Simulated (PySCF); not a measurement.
**Dipole response of Ne (neon, neutral)**

[Ne], closed-shell 1S. All numbers are calculated (PySCF 2.14, scalar relativity by spin-free X2C-1e, in aug-cc-pCVTZ-DK (7s6p4d2f, 59 functions)). Coupled (time-dependent) response in atomic units; α is the mean over directions.

```csv
method,mean α (bohr³),C₆ (like pair),S(−4)
UHF,2.199,5.201,1.611
PBE,2.637,6.466,2.936
PBE0,2.486,6.032,2.399
r2SCANh,2.479,6.133,2.263
BHandHLYP,2.369,5.678,2.077
```

S(−4) is the Cauchy moment in α(ω) = α(0) + S(−4) ω² + …

Reference α: 2.661 bohr³ (recommended; Schwerdtfeger and Nagle, table of static dipole polarizabilities (2023 update)). Published C₆: 6.200 (Chu and Dalgarno (2004); Tang, Norbeck and Certain (1976)).

α(iu) at r2SCANh:

| u (hartree) | α(iu) (bohr³) |
| --- | --- |
| 0 | 2.479 |
| 0.0500 | 2.474 |
| 0.100 | 2.457 |
| 0.200 | 2.394 |
| 0.300 | 2.302 |
| 0.500 | 2.073 |
| 0.750 | 1.780 |
| 1.00 | 1.519 |
| 1.50 | 1.109 |
| 2.00 | 0.8269 |
| 3.00 | 0.4986 |
| 5.00 | 0.2345 |

A single London oscillator, α(iu) = α/(1 + u²/ω²), gives C₆ = (3/4) ω α². Matching the computed C₆ needs ω = 4 × 6.133 / (3 × 2.479²) = 1.33 hartree.
